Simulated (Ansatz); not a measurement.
```yaml
crystal:
  periodic: [false, false, false]
  atoms:
    - {symbol: B, position_ang: [0.674025, 0.590276, -0.708086]}
    - {symbol: C, position_ang: [-0.469854, 0.089565, 0.170699]}
    - {symbol: O, position_ang: [0.697123, -0.843711, 0.029380]}
    - {symbol: O, position_ang: [-0.675990, 0.515919, 1.472003]}
    - {symbol: H, position_ang: [0.523185, 0.481843, -1.918742]}
    - {symbol: H, position_ang: [1.427029, 1.327587, -0.213821]}
    - {symbol: H, position_ang: [-1.382950, -0.399729, -0.199153]}
    - {symbol: H, position_ang: [0.408245, -1.555118, -0.658094]}
    - {symbol: H, position_ang: [-1.185520, -0.156168, 2.009147]}
basis:
  gaussian: {orbitals: def2-SVPD, point_charges: [{charge: -1.00, position_ang: [4.317, 0.727, -0.270]}]}
hamiltonian: {xc: {name: wPBEh}}
scf: {max_iter: 3}
output: {forces: true}
```

```sh
$ ansatz run in.yaml --threads 2 --pin off --events-out ev --progress --plain --max-ram 4352MiB
```

Shortened log:

```
Error: invalid value for `basis.gaussian`: such a run doesn't read scf.max_iter; remove what it names
```

In this input the input holds a key that doesn't belong there. The input was rejected before any iteration.
